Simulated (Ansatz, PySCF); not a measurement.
Reaction (SMILES): C[Se]c1ccc[se]1 + 9 [H][H] (H2) → 5 C (CH4) + 2 [SeH2] (H2Se)
Structures are relaxed separately at B3LYP-D3(BJ)/def2-TZVP in Ansatz (a first-principles code), one conformer each, not searched for the lowest. Frequencies are from Ansatz or PySCF. Unstable Hartree-Fock reference: C[Se]c1ccc[se]1.

Quantity: energy of full hydrogenation (enthalpy at 298 K, with B3LYP-D3(BJ) rigid-rotor harmonic-oscillator terms), in kcal/mol. Correlated levels leave the core frozen unless marked. Spin-orbit coupling is left out. The frozen core is the preceding noble-gas configuration, with the filled d and f shells of earlier blocks. No relativistic terms. CBS marks a two-point X^-3 extrapolation of the correlation energy; Hartree-Fock from the larger set.

```
level       program  energy of full hydrogenation (kcal/mol)
----------  -------  ---------------------------------------
HF/cc-pVDZ   Ansatz                                   -182.2
HF/cc-pVQZ   Ansatz                                   -171.5
```

Estimate the value at CCSD(T)/CBS(cc-pVTZ,cc-pVQZ) as computed with Ansatz.

-132.6 kcal/mol, so HF/cc-pVQZ differs from it by -38.9 kcal/mol.
